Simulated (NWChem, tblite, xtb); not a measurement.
**CH3GaO (Ga(CO)H3): the dipole moment, rung by rung**

The species is CH3GaO (6 atoms), meant as a singlet with charge 0. As SMILES, `[H][Ga]([H])([H])<-[C-]#[O+]`. The shape comes from GFN1-xTB, which is rough for such elements, and wasn't checked as a minimum.

```xyz
6

Ga   -0.0138    0.0068   -0.8117
C     0.0115    0.0195    1.3213
O     0.0426   -0.0307    2.4409
H     1.5204    0.0071   -0.9905
H    -0.7852    1.3276   -1.0129
H    -0.7755   -1.3303   -0.9470
```

Quantity: the dipole moment, in D. The values are calculated.

```
                             level            kind  program  value (D)   CPU time
                          GFN0-xTB  semi-empirical      xtb       6.21  under 2 s
                          GFN1-xTB  semi-empirical      xtb       1.62  under 2 s
                         IPEA1-xTB  semi-empirical   tblite       3.39  under 2 s
                         HF/STO-3G    Hartree–Fock   NWChem       3.37      4.9 s
                          HF/3-21G    Hartree–Fock   NWChem       2.23      4.6 s
                       HF/def2-SVP    Hartree–Fock   NWChem       2.12       21 s
                         PBE/6-31G             GGA   NWChem       1.99       30 s
                      B3LYP/STO-3G   global hybrid   NWChem       2.09       41 s
B3LYP/6-31G* (spherical functions)   global hybrid   NWChem       2.15       30 s
B3LYP/6-31G* (Cartesian functions)   global hybrid   NWChem       2.13       40 s
```

All-electron rows without a relativistic Hamiltonian named are non-relativistic. The values span 1.62 to 6.21 D. Magnitudes only. Sets without polarisation functions give poor dipoles. CPU times are rough (shared hosts, several kinds of processor and program).
